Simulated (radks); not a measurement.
The numbers below are computed, except where a source is named.
Numerical settings for neutral lanthanum, [Xe] 5d1 6s2. Code: a radial shooting solver on a logarithmic mesh with Libxc functionals. Model: Dirac Kohn-Sham, LDA (Slater exchange, Perdew-Wang correlation), spin-unpolarised, spherical densities, finite nucleus; open shells fill j = l - 1/2 first; Fermi nuclear charge, rms radius 4.855 fm. The defaults (mesh step 0.008 in ln r, mesh end at 40 bohr or more with all orbitals vanishing there, Anderson mixing 0.5 over 9 steps, residual threshold near 1e-9 with the energy settled to 1e-9 hartree or 1e-11 of itself, here a cap of 76 iterations) give E = -8490.7178 hartree and 5d3/2 at -3.287 eV in 13 iterations. Run on one thread of a shared host, so times are rough (Arm Neoverse V1): 0.15 s of CPU time, 0.15 s wall, 13 iterations on 2440 mesh points. Changes against that run (0 stands for a change within the tolerance of the run):

| setting | iterations | converged | E (mhartree) | e(5d3/2) (meV) | CPU (s) |
|---|---|---|---|---|---|
| mesh step in ln r 0.12 | 4 | no | diverged | - | 0.01 |
| mesh step in ln r 0.05 | 13 | yes | +0.0714 | -0.00414 | 0.04 |
| mesh step in ln r 0.02 | 13 | yes | +0.00032 | 0 | 0.07 |
| mesh end (bohr) 2 | 13 | level above zero | +3.11e+04 | +1.17e+05 | 0.1 |
| mesh end (bohr) 3 | 13 | level above zero | +5.3e+03 | +3.01e+04 | 0.1 |
| residual threshold 0.001 | 8 | yes | 0 | +1.6 | 0.11 |
| residual threshold 0.01 | 8 | yes | 0 | +1.6 | 0.11 |
| mixing 0.2 | 15 | yes | 0 | 0 | 0.17 |
| linear mixing, mixing 0.2 | 76 | no | 0 | 0 | 0.54 |
| linear mixing, mixing 0.5 | 30 | yes | 0 | 0 | 0.25 |
| mixing history 2 | 17 | yes | 0 | 0 | 0.17 |
| iteration cap 2 | 2 | no | +140 | -1.6e+03 | 0.04 |

Settled on a wrong energy, with an occupied level pushed above zero by the early mesh end: mesh end (bohr) 2 (+31.1 hartree); mesh end (bohr) 3 (+5.3 hartree). Apart from these: no run marked as converged misses the energy by more than 1 mhartree. A mesh that ends early acts as a hard wall.
